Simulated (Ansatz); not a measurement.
Molecule: sum formula H4BN2O, net charge 0, doublet state. It need not be the lowest isomer of its formula. 
Coordinates optimised at B3LYP-D3(BJ)/def2-TZVP (Ansatz, a first-principles code):
```xyz
8

N     -1.2156    -0.4172    -0.5487
B     -0.0025     0.0541     0.0395
N      1.2616    -0.5746    -0.1760
O     -0.0536     1.1567     0.8452
H     -2.0733     0.0930    -0.4217
H     -1.3578    -1.3981    -0.7229
H      2.0805    -0.2480     0.3085
H      1.4703    -1.0280    -1.0499
```
Charge 0, spin multiplicity 2.

Parts of the frozen-core correlation energy in cc-pVQZ (Ansatz, hartree). Frozen orbitals: 4; correlated occupied orbitals by spin: 12 and 11; virtual: 324 and 325. UHF or UKS for open shells. Spin-orbit coupling is left out. No relativistic terms.

```
term                            value
-------------------------  ----------
reference (HF)             -210.96663
MP2 opposite-spin            -0.58116
MP2 same-spin                -0.18007
CCSD correlation             -0.78451
(T)                          -0.03044
T1 diagnostic                   0.020
largest doubles amplitude       0.015
<S^2> of the reference          0.758
```
